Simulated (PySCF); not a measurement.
InAs: frontier orbitals

PBE0 at R = 2.754 Å; basis In cc-pVTZ-PP with ECP28, As cc-pVTZ-PP with ECP10; scalar-relativistic core potentials; PySCF 2.14. State: ³Σ⁻ (triplet), unpaired electrons π ↑↑. Only the outer orbitals are listed, counted within each symmetry, core potentials removing the inner ones.

| spin | orbital | occ. | ε (eV) | on In (%) | main shells (%) |
| --- | --- | --- | --- | --- | --- |
| α | 7σ | 1 | -16.18 | 6 | 93 As s |
| α | 8σ | 1 | -9.54 | 79 | 79 In s, 16 As p |
| α | 5π | 1 | -6.47 | 7 | 92 As p |
| α | 5π | 1 | -6.47 | 7 | 92 As p |
| α | 9σ | 1 | -5.53 | 42 | 57 As p, 26 In p, 15 In s |
| α | 6π | 0 | -1.72 | 93 | 93 In p |
| α | 6π | 0 | -1.72 | 93 | 93 In p |
| α | 10σ | 0 | 0.09 | 99 | 101 In p, 16 As p |
| β | 7σ | 1 | -14.20 | 9 | 90 As s |
| β | 8σ | 1 | -9.28 | 82 | 81 In s, 12 As p |
| β | 9σ | 1 | -5.10 | 44 | 56 As p, 32 In p, 10 In s |
| β | 5π | 0 | -2.94 | 38 | 61 As p, 37 In p |
| β | 5π | 0 | -2.94 | 38 | 61 As p, 37 In p |
| β | 6π | 0 | -1.16 | 65 | 63 In p, 35 As p |

Problem. Which are the highest filled and the lowest empty level, where do they sit, and how wide is the gap?

Solution. Highest filled β 9σ at -5.10 eV (in %: 56 As p, 32 In p, 10 In s); lowest empty β 5π at -2.94 eV (in %: 61 As p, 37 In p); the gap at PBE0 is 2.16 eV.

```json
{"bond order (Mayer)": "1.07", "⟨S²⟩": "2.008", "charge on In (Mulliken, basis-dependent)": "0.25", "charge on In (Löwdin, basis-dependent)": "0.10", "dipole moment (positive dipole means In(−)As(+))": "-1.92 D", "polarisability along the bond": "133.3 bohr³", "polarisability across the bond": "66.6 bohr³"}
```

Shares are Mulliken populations and can fall outside 0 to 100 %.

Spin–orbit coupling is left out. The state was picked by a PBE0 search and need not be the measured ground state.
